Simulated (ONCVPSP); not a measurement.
## iron ONCV: all-electron and pseudo phase curves

* Element: iron
* Generator: ONCVPSP 4.0.1
* Type: optimised norm-conserving Vanderbilt (ONCV)
* Functional: PBE
* Relativity: scalar-relativistic
* Frozen core: [Ne]
* Valence charge: 16
* Reference configuration: 3s2 3p6 3d6 4s1 4p1
* Partial waves: 3s+4s: rc 1.35 bohr, ncon 4, nbas 7, qcut 9.1 1/bohr, 3 projectors, debl 0.7 Ha; 3p+4p: rc 1.30 bohr, ncon 3, nbas 7, qcut 13.4 1/bohr, 2 projectors; 3d: rc 1.75 bohr, ncon 4, nbas 9, qcut 7.1 1/bohr, 2 projectors, debl 3.3 Ha
* Local potential: polynomial inside 1.30 bohr (lpopt 5, dvloc0 6 Ha)
* Core correction: Teter function, fcfact 3.75, rcfact 1.35

The phase is arctan(r·R′/R) of the radial function R(r), unwrapped; energies in Ha, scanned from -5 to 5 Ha. A pole is an energy at which the radial function vanishes at the test radius. The pseudo phase is shifted by a multiple of π to meet the all-electron one at the reference energy, and phase errors are pseudo minus all-electron; the curves can meet again beyond the range given. Levels narrower than the energy grid can be missing from the lists of poles.

| channel | radius (bohr) | reference energy (Ha) | poles, all-electron | poles, pseudo | unbroken range about the reference energy with phases within 0.05 rad | phase error 1 Ha above the reference energy (rad) |
| --- | --- | --- | --- | --- | --- | --- |
| s | 1.37 | -0.23 | -2.95 | -2.95 | the whole range | +0.000 |
| p | 1.32 | -0.08 | -1.41 | -1.41 | the whole range | +0.000 |
| d | 1.77 | -0.34 | -0.01 | -0.00 | the whole range | +0.006 |

Phases in the p channel:

| E (Ha) | all-electron | pseudo |
| --- | --- | --- |
| -4.96 | 1.101 | 1.102 |
| -4.48 | 1.010 | 1.010 |
| -4.00 | 0.847 | 0.847 |
| -3.52 | 0.493 | 0.493 |
| -3.04 | -0.293 | -0.293 |
| -2.56 | -1.036 | -1.036 |
| -2.08 | -1.365 | -1.365 |
| -1.60 | -1.526 | -1.526 |
| -1.12 | -1.628 | -1.628 |
| -0.64 | -1.705 | -1.705 |
| -0.16 | -1.773 | -1.773 |
| 0.32 | -1.843 | -1.843 |
| 0.80 | -1.923 | -1.923 |
| 1.28 | -2.023 | -2.023 |
| 1.76 | -2.165 | -2.164 |
| 2.24 | -2.382 | -2.380 |
| 2.72 | -2.729 | -2.724 |
| 3.20 | -3.216 | -3.208 |
| 3.68 | -3.684 | -3.674 |
| 4.16 | -4.001 | -3.992 |
| 4.64 | -4.195 | -4.188 |
